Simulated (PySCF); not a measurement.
**$^{17}$O chemical shifts**

Calculated, not measured (PySCF 2.14.0 with density-fitted response routines): shielding tensors at PBE0/pcSseg-1 (GIAO), structure optimised with GFN2-xTB. A single conformation, no relativistic terms, averaged over atoms made equivalent by symmetry, fast rotation or ring inversion, isolated molecule.

Shieldings were converted by a linear fit to measured shifts: $^{17}$O: δ = 266.70 − 0.911σ (rms 10.7 ppm, 155 shifts, 12.2 ppm with the 3 outliers that the fit left out vs liquid water, solution or neat liquid). A few per cent of atoms miss by over 2 rms, more outside the fitted compound classes.

**Question.** Give the $^{17}$O shifts of `C=C[C@@H](CC(C)C)C(=O)Cl`, `CC[P@@](=O)(O)C1CC1`, `CO[C@@H]1C[C@]1([SiH3])C#N`, `C=C[C@@H](C)[C@H](F)S(=O)(=O)Cl`, `CCO[SiH2]/C=C/C#N`.

**Answer.** 
| compound | environment | δ (ppm) |
| --- | --- | --- |
| C=C[C@@H](CC(C)C)C(=O)Cl | carbonyl oxygen | 506.8 |
| [CH3:1][CH2:2][P@@:3](=[O:4])([OH:5])[CH:6]1[CH2:7][CH2:8]1 | O4: P=O oxygen | 90.4 |
| [CH3:1][CH2:2][P@@:3](=[O:4])([OH:5])[CH:6]1[CH2:7][CH2:8]1 | O5: oxygen bonded to P, H | 49.1 |
| CO[C@@H]1C[C@]1([SiH3])C#N | ether oxygen | -2.1 |
| [CH2:1]=[CH:2][C@@H:3]([CH3:4])[C@H:5]([F:6])[S:7](=[O:8])(=[O:9])[Cl:10] | O9: S=O oxygen | 251.9 |
| [CH2:1]=[CH:2][C@@H:3]([CH3:4])[C@H:5]([F:6])[S:7](=[O:8])(=[O:9])[Cl:10] | O8: S=O oxygen | 221.5 |
| CCO[SiH2]/C=C/C#N | oxygen bonded to C, Si | -20.3 |
